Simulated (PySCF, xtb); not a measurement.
Be(Br)(SeH) (BeBrHSe), SMILES [SeH][Be][Br].

GFN2-xTB in xtb at its own geometry gives an orbital gap of 4.29 eV and a dipole moment of 1.92 D.

Coordinates come from a B3LYP-D3(BJ)/def2-TZVP optimisation. One conformer was computed; it need not be the lowest.

Q: What does M06-2X/def2-TZVPD (PySCF) give? (The exact figures need the calculation; the answer reports its results.)

A: gap 8.13 eV (levels -8.58 and -0.45 eV), dipole 0.62 D.
